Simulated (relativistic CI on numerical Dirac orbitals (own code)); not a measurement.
Hyperfine structure of Tl34+, mass number 205

Computed by Dirac-Coulomb-Breit CI, orbitals from a KLI potential per configuration, model QED (radiative potential, 1s self-energy scaled to tabulated hydrogen-like ionisation energies), unscaled Slater integrals (own radial code, finite nucleus).

Configurations in the expansion (outside the closed core [Ar] 3d10): 4s2.4p6.4d10.4f, 4s2.4p6.4d9.4f2, 4s2.4p6.4d10.5s, 4s2.4p5.4d10.4f2, 4s2.4p6.4d10.5p, 4s.4p6.4d10.4f2, 4s2.4p6.4d10.5d, 4s2.4p4.4d10.4f3, 4s2.4p6.4d9.4f.5s, 4s2.4p6.4d9.5s2, 4s2.4p6.4d10.5f, 4s2.4p6.4d8.4f2.5s, 4s2.4p6.4d9.4f.5p, 4s2.4p6.4d9.5s.5p, 4s2.4p6.4d10.5g, 4p6.4d10.4f3. Levels of other configurations are missing.

Nuclear spin I = 1/2, μ = 1.632 μN (tables of Stone and Pyykkö). The electronic factors are computed for point nuclear moments, without core polarisation or the Bohr-Weisskopf and QED corrections.

```csv
Level,E (cm⁻¹),A (GHz)
4s2.4p6.4d10.4f 2F°_5/2,0,22.64
4s2.4p6.4d10.4f 2F°_7/2,55120,12.18
4s2.4p6.4d9.4f2 4F_3/2,1833078,7.002
4s2.4p6.4d9.4f2 4F_5/2,1837854,22.55
4s2.4p6.4d9.4f2 4F_9/2,1903998,18.51
4s2.4p6.4d10.5s 2S_1/2,1907494,2805
4s2.4p6.4d9.4f2 4D_3/2,1907704,39.37
```

Levels with J = 0, under 50 % of one LS term, or S terms without an open s electron are left out. Small factors come from cancelling terms and can be off by tens of per cent or more.

At this charge energies of transitions that change n are usually good to better than 1 %, and those within a shell (Δn = 0) to a few per cent.

**Question.** Give the hyperfine levels of 4s2.4p6.4d10.4f 2F°_5/2 relative to its centre of gravity.

**Answer.** With K = F(F + 1) − I(I + 1) − J(J + 1), E = AK/2: F = 2: -39.62, F = 3: 28.3 GHz.

LS names give the leading component of a level, which can be under half, so a name can repeat, a term be missing and a line seem to break the LS rules.
